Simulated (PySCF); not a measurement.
H7N3Si.
InChI=1S/H7N3Si/c1-4(2)3/h4H,1-3H2

Computed with EOM-IP-CCSD/aug-cc-pVDZ in PySCF, restricted Hartree–Fock reference, frozen core, non-relativistic, gas phase, PBE0-D3(BJ)/def2-SVP geometry.

Hartree–Fock orbital energies give these Koopmans values (eV): HOMO 10.39, HOMO-1 10.77, HOMO-2 11.69, HOMO-3 13.30, HOMO-4 14.87, HOMO-5 15.43, HOMO-6 17.21, HOMO-7 17.81.

What vertical ionisation energies does EOM-IP-CCSD give?

| leading hole (HF orbital) | Koopmans (eV) | EOM-IP-CCSD (eV) | change (eV) | one-hole share |
| --- | --- | --- | --- | --- |
| HOMO | 10.39 | 9.16 | -1.23 | 0.95 |
| HOMO-1 | 10.77 | 9.64 | -1.13 | 0.95 |
| HOMO-2 | 11.69 | 10.44 | -1.25 | 0.94 |
| HOMO-3 | 13.30 | 12.40 | -0.90 | 0.95 |
| HOMO-4 | 14.87 | 13.61 | -1.26 | 0.95 |
| HOMO-5 | 15.43 | 14.11 | -1.32 | 0.95 |
| HOMO-6 | 17.21 | 16.11 | -1.10 | 0.95 |
| HOMO-7 | 17.81 | 16.67 | -1.14 | 0.95 |

Does the order of the lines follow the orbital energies?

Yes, no two lines change places. The corrections run from -1.32 to -0.90 eV, with a mean of -1.17 eV over the 8 lines; no line lies above its Koopmans value.

At what kinetic energies would He I light (21.22 eV) eject these electrons?

12.06 eV (HOMO), 11.58 eV (HOMO-1), 10.78 eV (HOMO-2), 8.82 eV (HOMO-3), 7.61 eV (HOMO-4), 7.11 eV (HOMO-5), 5.11 eV (HOMO-6), 4.55 eV (HOMO-7).

One root was sought for each valence orbital with −ε under 21 eV, eight at most, so deeper holes and satellites are missing; no vibrational structure.

The values belong to the conformer `[NH2:1][SiH:2]([NH2:3])[NH2:4]`: H–N1–Si2–N3 -161°, H–N1–Si2–N3 54°, H–N3–Si2–N1 -173°, H–N3–Si2–N1 43°, H–N4–Si2–N1 63°, H–N4–Si2–N1 -82°.
